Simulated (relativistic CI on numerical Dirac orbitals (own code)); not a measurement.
## Pr2+: 3d photoemission

Computed with this model: Dirac-Coulomb-Breit CI, KLI orbitals optimised for each configuration, model QED, valence Slater integrals scaled by 0.9, multiplet model of photoemission in the sudden approximation; configurations [Xe] 4f3 → [Ar] 3d9 4s2 4p6 4d10 4f3 5s2 5p6; 80 K; Lorentzian 1.26 eV and Gaussian 0.7 eV FWHM. Energies are those of the free ion, without screening or charge transfer. The energies are binding energies and can lie tens of eV above those of solids. S is read from ⟨S²⟩ = S(S + 1).

free ion: ground-state S = 1.48, centroid 954.50 eV. Peaks (eV, height): 945.8 (100), 966.6 (41), 970.6 (14).

Strongest unbroadened transitions for free ion:

```tsv
Energy (eV)	Relative strength
945.20	49.5
945.22	41.6
945.24	43.2
945.37	24.9
945.59	12.2
945.80	99.3
945.95	26.4
946.09	48.4
946.11	70.7
946.16	11.5
946.55	23.6
965.60	100.0
966.68	51.7
966.76	20.6
967.27	14.4
967.51	23.7
970.28	11.4
970.69	18.0
```
